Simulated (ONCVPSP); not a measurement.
**What one change does to a pseudopotential (Ni, ONCV)**

ONCVPSP 4.0.1 input, shortened (lines: element, Z, core and valence counts, functional; n l f; lmax; l rc ep ncon nbas qcut; lloc lpopt rc5 dvloc0; l nproj debl; icmod fcfact rcfact), LDA (Perdew-Wang 92), scalar-relativistic:

```
  Ni 28.00    3    4  -001012      upf
    1    0    2.00
    2    0    2.00
    2    1    6.00
    3    0    2.00
    3    1    6.00
    3    2    9.00
    4    0    1.00
    2
    0    1.15    0.00    4    7   13.60
    1    1.00    0.00    3    6   14.00
    2    1.00    0.00    3    7   15.50
    4    5    0.90    2.00
    0    2    2.30
    1    2    1.20
    2    1    1.20
    0    0.00    0.00
```

In the p channel the program set the typed energies aside and used -2.439, 0.250 Ha.

Change: s: qcut 9.4.

Cutoffs: the cutoffs (Ha) at which the residual kinetic energy of the hardest occupied pseudo-wave falls to 1 and 0.1 mHa per electron; they do not see the model core or the augmentation charge, which bear on the density cutoff. Errors are all-electron minus pseudo energies relative to the spin-unpolarised reference configuration.

**Question.** What does the change do?

**Answer.** The potential gets neither clearly harder nor softer (90 Ha and 102 Ha → 90 Ha and 102 Ha); the d channel sets the loose cutoff, while the largest relative change is in s, which becomes softer; of the 4 tests that both files solve, the error grows in 1 and shrinks in 0 by more than 15 % and 0.3 meV (median size 1.3 → 1.4 meV); neither file shows a bound ghost.

```csv
quantity,base,changed
"cutoff, loose",90 Ha,90 Ha
"cutoff, tight",102 Ha,102 Ha
loose cutoff by channel,"s 56 Ha, p 39 Ha, d 90 Ha","s 35 Ha, p 39 Ha, d 90 Ha"
bound ghosts,none,none
GHOST(+) flags under 300 eV,none,none
"error for 3s2 3p6 3d8 4s2, meV [ΔE 1.64 eV]",+0.7,+1.1
"error for 3s2 3p6 3d8 4s1, meV [ΔE 11.23 eV]",-1.9,-1.8
"error for 3s2 3p6 3d8 4s0, meV [ΔE 28.89 eV]",-4.5,-4.6
"error for 3s2 3p6 3d8 4s1.5, meV [ΔE 5.48 eV]",-0.5,-0.3
s: phases at 1.17 bohr within 0.05 rad from the reference energy up to (Ha; the scan ends near 5),to the end of the scan,to the end of the scan
p: phases at 1.01 bohr within 0.05 rad from the reference energy up to (Ha; the scan ends near 5),to the end of the scan,to the end of the scan
d: phases at 1.01 bohr within 0.05 rad from the reference energy up to (Ha; the scan ends near 5),4.5,4.5
```
